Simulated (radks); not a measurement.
Neutral arsenic, configuration [Ar] 3d10 4s1 4p4 (not the ground configuration).

Method: Dirac Kohn-Sham, BLYP, spin-unpolarised, spherical densities, finite nucleus; open shells fill j = l - 1/2 first; Fermi nuclear charge, rms radius 4.0968 fm; computed with a radial shooting solver on a logarithmic mesh with Libxc functionals.

Energy parts (hartree):
total: -2260.98684
kinetic: 2312.06673
electron-nucleus: -5455.63838
Hartree: 966.63786
exchange-correlation: -84.05305

Orbitals (lengths in bohr, moments of r in powers of bohr; r(90%) holds 90 % of the orbital's charge):
orbital	occ.	eigenvalue (hartree)	<r>	r(90%)	<1/r>	<r^4>
1s1/2	2	-430.7081	0.04549	0.0813	33.47	0.00001998
2s1/2	2	-54.67855	0.2025	0.314	7.415	0.004069
2p1/2	2	-48.86767	0.1746	0.286	7.381	0.002835
2p3/2	4	-47.52290	0.1783	0.291	7.166	0.003040
3s1/2	2	-7.03629	0.5983	0.894	2.395	0.2738
3p1/2	2	-5.08487	0.6100	0.936	2.271	0.3303
3p3/2	4	-4.89986	0.6206	0.953	2.220	0.3539
3d3/2	4	-1.56138	0.6747	1.13	1.918	0.7756
3d5/2	6	-1.53452	0.6794	1.14	1.904	0.7986
4s1/2	1	-0.56009	1.909	2.87	0.6932	29.33
4p1/2	2	-0.21508	2.458	3.85	0.5374	96.54
4p3/2	2	-0.20421	2.511	3.93	0.5252	105.6

The highest occupied level is 4p3/2 at -5.557 eV. The electron density at the nucleus is 3.555e+04 e/bohr^3. Summed over all electrons, <r^2> = 43.17 bohr^2, which gives a Langevin (diamagnetic) susceptibility term of -34.2 x 10^-6 cm^3/mol.
